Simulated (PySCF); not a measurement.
Mg(F)(OH) (FHMgO), SMILES [OH][Mg][F].

Coordinates come from a PBE-D3(BJ)/def2-TZVP optimisation. One conformer was computed; it need not be the lowest.

Calculation: PBE-D3(BJ)/def2-TZVP in PySCF 2.14.0.

Frequencies are harmonic and unscaled.

```tsv
mode	ν (cm⁻¹)	IR (km/mol)	Raman (Å⁴/amu)	depolarisation	moving atoms (share of kinetic energy)
1	154	73.5	0.3	0.44	Mg 57 %, F 20 %, O 15 %
2	161	43.0	0.1	0.75	Mg 54 %, F 19 %, H 17 %, O 10 %
3	290	134.2	5.9	0.12	H 76 %, O 21 %
4	564	9.3	9.0	0.09	F 53 %, O 37 %, H 9 %
5	861	126.8	1.9	0.14	Mg 58 %, O 22 %, F 15 %
6	3881	65.1	124.5	0.15	H 94 %
```
